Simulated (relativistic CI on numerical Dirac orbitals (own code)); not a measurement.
Level scheme of Bi²⁸⁺

These numbers are calculated, not measured: Dirac-Coulomb-Breit CI, orbitals from a KLI potential per configuration, QED by a radiative potential, unscaled Slater integrals (own radial code, finite nucleus).

Configurations in the expansion (outside the closed core [Ar] 3d10 4d10): 4s²4p⁶4f⁹, 4s²4p⁶4f⁸5s, 4s²4p⁶4f⁷5s², 4s²4p⁵4f¹⁰, 4s4p⁶4f¹⁰, 4s²4p⁶4f⁸6s, 4p⁶4f¹¹. Levels of other configurations are missing.

The lowest level is 4s²4p⁶4f⁹ ⁶H°15/2, with 64 % of that term; Hund's rules for 4s²4p⁶4f⁹ give ⁶H° with J = 15/2, in agreement.

| No. | Configuration | Term | J | E (eV) | % | Landé g | Lifetime (s) |
| --- | --- | --- | --- | --- | --- | --- | --- |
| 1 | 4s²4p⁶4f⁹ | ⁶H° | 15/2 | 0.0000 | 64 | 1.270 |  |
| 2 | 4s²4p⁶4f⁹ | ⁴F° | 9/2 | 3.2810 | 42 | 1.276 |  |
| 3 | 4s²4p⁶4f⁹ | ⁶F° | 11/2 | 3.5786 | 36 | 1.294 | 8.73e+01 |
| 4 | 4s²4p⁶4f⁹ | ⁶H° | 13/2 | 4.3378 | 80 | 1.244 | 5.42e-04 |
| 5 | 4s²4p⁶4f⁹ | ⁴D° | 3/2 | 6.0860 | 32 | 1.184 |  |
| 6 | 4s²4p⁶4f⁹ | ⁶F° | 11/2 | 6.2105 | 40 | 1.296 | 2.25e-03 |
| 7 | 4s²4p⁶4f⁹ | ⁶H° | 9/2 | 6.9256 | 42 | 1.166 | 8.84e-04 |
| 8 | 4s²4p⁶4f⁹ | ⁶F° | 7/2 | 7.1105 | 53 | 1.278 | 7.69e-04 |
| 9 | 4s²4p⁶4f⁹ | ²K° | 15/2 | 7.3059 | 25 | 1.092 | 3.59e-04 |
| 10 | 4s²4p⁶4f⁹ | ⁶H° | 7/2 | 7.5919 | 41 | 0.977 | 5.09e-03 |
| 11 | 4s²4p⁶4f⁹ | ⁶H° | 5/2 | 7.9181 | 23 | 0.864 | 3.01e-02 |
| 12 | 4s²4p⁶4f⁹ | ⁶F° | 5/2 | 8.7712 | 44 | 1.076 | 2.86e-03 |
| 13 | 4s²4p⁶4f⁹ | ⁶F° | 1/2 | 8.8831 | 48 | -0.162 | 1.32e-03 |
| 14 | 4s²4p⁶4f⁹ | ⁴K° | 17/2 | 9.4604 | 47 | 1.104 | 2.15e-03 |
| 15 | 4s²4p⁶4f⁹ | ⁴M° | 21/2 | 9.6746 | 73 | 1.111 |  |
| 16 | 4s²4p⁶4f⁹ | ⁴L° | 19/2 | 10.0360 | 53 | 1.104 | 7.04e-01 |
| 17 | 4s²4p⁶4f⁹ | ⁴P° | 5/2 | 11.0588 | 36 | 1.315 | 1.04e-03 |
| 18 | 4s²4p⁶4f⁹ | ⁴I° | 13/2 | 11.0800 | 28 | 1.065 | 4.18e-04 |
| 19 | 4s²4p⁶4f⁹ | ⁶H° | 11/2 | 11.2163 | 41 | 1.204 | 1.57e-04 |
| 20 | 4s²4p⁶4f⁹ | ⁶F° | 9/2 | 11.3452 | 32 | 1.179 | 2.63e-04 |
| 21 | 4s²4p⁶4f⁹ | ⁶F° | 3/2 | 11.9030 | 38 | 1.410 | 5.77e-04 |
| 22 | 4s²4p⁶4f⁹ | ⁴I° | 11/2 | 11.9238 | 28 | 1.041 | 4.62e-04 |
| 23 | 4s²4p⁶4f⁹ | ⁴D° | 7/2 | 12.1289 | 34 | 1.309 | 4.75e-04 |
| 24 | 4s²4p⁶4f⁹ | ⁴F° | 9/2 | 12.6550 | 34 | 1.116 | 3.00e-04 |
| 25 | 4s²4p⁶4f⁹ | ⁴K° | 15/2 | 12.9542 | 27 | 1.029 | 1.41e-03 |
| 26 | 4s²4p⁶4f⁹ | ⁴I° | 9/2 | 13.4121 | 32 | 0.932 | 1.68e-03 |
| 27 | 4s²4p⁶4f⁹ | ⁴I° | 15/2 | 13.8813 | 33 | 1.054 | 2.12e-04 |
| 28 | 4s²4p⁶4f⁹ | ⁴G° | 7/2 | 13.9471 | 35 | 1.021 | 1.25e-03 |
| 29 | 4s²4p⁶4f⁹ | ⁴F° | 3/2 | 13.9641 | 42 | 0.845 | 3.79e-04 |
| 30 | 4s²4p⁶4f⁹ | ⁴F° | 5/2 | 14.3107 | 35 | 0.990 | 3.62e-04 |

Energies count from the lowest computed level; ° marks odd parity; lifetimes are radiative, by E1, M1, E2, M2 decay to levels of this space only; some are left blank where a channel outside the calculation adds to the decay or the decay crosses a small, uncertain gap.

The mean weight of the leading LS term, summed over parents, in these 30 levels is 41 %, and that of the leading jj configuration (from the same eigenvectors) 67 %, so jj coupling describes them better and the LS labels are nominal.

At this charge energies of transitions that change n are usually good to better than 1 %, and those within a shell (Δn = 0) to a few per cent. Terms inside the open d or f shell come out 10 to 20 % too wide with unscaled integrals.

LS names give the leading component of a level, which can be under half, so a name can repeat, a term be missing and a line seem to break the LS rules.
